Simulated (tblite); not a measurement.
C5H10BN.
Numbering: `[CH:1]#[N+:2][B@@H-:3]([CH3:4])[C:5](=[CH2:6])[CH3:7]` (hydrogens: H8 on C1; H9 on B3; H10, H11, H12 on C4; H13, H14 on C6; H15, H16, H17 on C7)
Bond orders are those of one Lewis drawing.

Computed with GFN2-xTB (tblite), gas phase: L-BFGS steps from a force-field or distance-geometry start until the largest atomic force falls under 0.01 eV/Å.

Step 100: E = -540.6305 eV
```
atom  x, y, z in Å  |  force x, y, z in eV/Å
C1     -1.7446    1.7225   -1.5252   -0.061   0.067  -0.111
N2     -1.2907    1.1100   -0.6682    0.137  -0.069   0.121
B3     -0.6739    0.3232    0.3806    0.039   0.051   0.036
C4     -1.5214   -1.0772    0.4740    0.021  -0.058  -0.016
C5      0.8776    0.0436   -0.0104   -0.059   0.011   0.211
C6      1.3752    0.0075   -1.2359    0.063  -0.017  -0.083
C7      1.7925   -0.2366    1.1587   -0.028   0.016  -0.027
H8     -2.1747    2.2979   -2.2932   -0.009   0.006  -0.036
H9     -0.7886    0.9770    1.3732    0.021   0.039  -0.045
H10    -2.5854   -0.8924    0.6085    0.006  -0.036   0.001
H11    -1.1761   -1.6574    1.3262   -0.019   0.001  -0.054
H12    -1.3899   -1.6859   -0.4190   -0.031   0.015   0.047
H13     2.4086   -0.2532   -1.4216    0.001   0.050  -0.017
H14     0.7945    0.2296   -2.1164   -0.072  -0.034  -0.016
H15     1.2296   -0.3278    2.0833    0.011  -0.024  -0.009
H16     2.3589   -1.1551    1.0036    0.005   0.056  -0.017
H17     2.5014    0.5865    1.2719   -0.026  -0.074   0.015
```

Step 101: E = -540.6329 eV
```
atom  x, y, z in Å  |  force x, y, z in eV/Å
C1     -1.7432    1.7139   -1.5297    0.013  -0.030   0.010
N2     -1.2851    1.1096   -0.6671    0.031   0.040  -0.027
B3     -0.6702    0.3271    0.3848   -0.015   0.016   0.037
C4     -1.5220   -1.0734    0.4793    0.011  -0.022  -0.029
C5      0.8780    0.0465   -0.0089    0.007   0.010   0.063
C6      1.3757    0.0199   -1.2376   -0.037  -0.011   0.015
C7      1.7911   -0.2439    1.1587   -0.005   0.025  -0.015
H8     -2.1732    2.2773   -2.3070   -0.003   0.002  -0.019
H9     -0.7865    0.9824    1.3762    0.031   0.035  -0.046
H10    -2.5863   -0.8860    0.6088    0.007  -0.028  -0.006
H11    -1.1842   -1.6520    1.3343    0.005  -0.009  -0.028
H12    -1.3885   -1.6854   -0.4107   -0.028   0.017   0.038
H13     2.4093   -0.2337   -1.4268    0.023   0.031  -0.007
H14     0.7925    0.2391   -2.1198   -0.044  -0.025   0.057
H15     1.2285   -0.3480    2.0838    0.029  -0.009  -0.061
H16     2.3570   -1.1605    0.9905    0.017   0.061  -0.001
H17     2.5001    0.5792    1.2812   -0.045  -0.101   0.017
```

**Question.** Estimate the geometry and energy of step 102. (The exact step hangs on the optimiser's Hessian estimate; all steps are aligned on step 101, rigid shifts and turns removed.)

**Answer.** E = -540.6345 eV, largest force 0.132 eV/Å
```
atom  x, y, z in Å  |  force x, y, z in eV/Å
C1     -1.7309    1.7155   -1.5282    0.023  -0.046   0.014
N2     -1.2780    1.1158   -0.6598   -0.014   0.039  -0.031
B3     -0.6720    0.3316    0.3948   -0.045  -0.021   0.029
C4     -1.5191   -1.0742    0.4772    0.003  -0.003  -0.004
C5      0.8730    0.0506   -0.0026    0.029   0.004  -0.024
C6      1.3635    0.0187   -1.2349   -0.089   0.009  -0.015
C7      1.7906   -0.2411    1.1585    0.010  -0.010  -0.035
H8     -2.1522    2.2690   -2.3165   -0.012   0.024  -0.032
H9     -0.7942    0.9834    1.3871    0.043   0.029  -0.035
H10    -2.5856   -0.8937    0.5984    0.008  -0.023  -0.002
H11    -1.1853   -1.6555    1.3325    0.004   0.006  -0.033
H12    -1.3751   -1.6818   -0.4133   -0.023   0.010   0.017
H13     2.3977   -0.2289   -1.4311    0.003   0.017   0.000
H14     0.7707    0.2279   -2.1166    0.014  -0.023   0.129
H15     1.2356   -0.3473    2.0864    0.001  -0.014  -0.028
H16     2.3541   -1.1566    0.9814    0.032   0.034   0.014
H17     2.5000    0.5786    1.2766    0.013  -0.031   0.036
```

The energy changes by -0.0016 eV. The first-order estimate −F·Δx gives -0.0029 eV and the mean of the old and new forces, exact on a quadratic surface, -0.0016 eV. The step makes an angle of 76° with the force vector and moves no atom by more than 0.025 Å.

What follows is the cost of the whole relaxation. The run took 1.7 s on an Arm Neoverse N1 with one thread, no GPU, shared host.
